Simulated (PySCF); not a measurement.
A small calculation by hand: entropy of an ideal gas

AlHF2, SMILES [F][AlH][F].

Geometry: B3LYP-D3(BJ)/def2-TZVP.

B3LYP-D3(BJ)/def2-TZVP run with PySCF 2.14.0 gives the harmonic wavenumbers 261, 493, 658, 774, 922, 2043 cm⁻¹ and the rotational temperatures 1.5640, 0.3216, 0.2668 K. The molar mass is 65.99 g/mol, the symmetry number 2, the spin multiplicity 1.

**Question.** Work out the entropy at 298.15 K and 1 atm in the rigid-rotor, harmonic-oscillator model.

**Answer.** 
Translation (Sackur–Tetrode at 1 atm): S = R[1.5 ln M + 2.5 ln T − 1.16487] = 161.0 J/(mol K).
Rotation: q = (√π/σ) T^1.5/√(θA θB θC) = 12500, S = R[ln q + 3/2] = 90.9 J/(mol K).
Vibration: with u = 1.4388 ν/T, each mode gives R[u/(e^u − 1) − ln(1 − e^−u)]:
```
ν (cm⁻¹)  modes     u  S (J/(mol K))
--------  -----  ----  -------------
261           1  1.26           6.92
493           1  2.38           2.83
658           1  3.18           1.51
774           1  3.74           0.96
922           1  4.45           0.54
```
The stiffer modes add less than 0.005 each. Sum 12.8 J/(mol K).
Spin: R ln 1 = 0.0 J/(mol K).
Total 264.6 J/(mol K); the program's own thermochemistry gives 264.6. Translation makes up 61 % and vibration 5 %. Anharmonicity, hindered rotation and orbital degeneracy are left out.
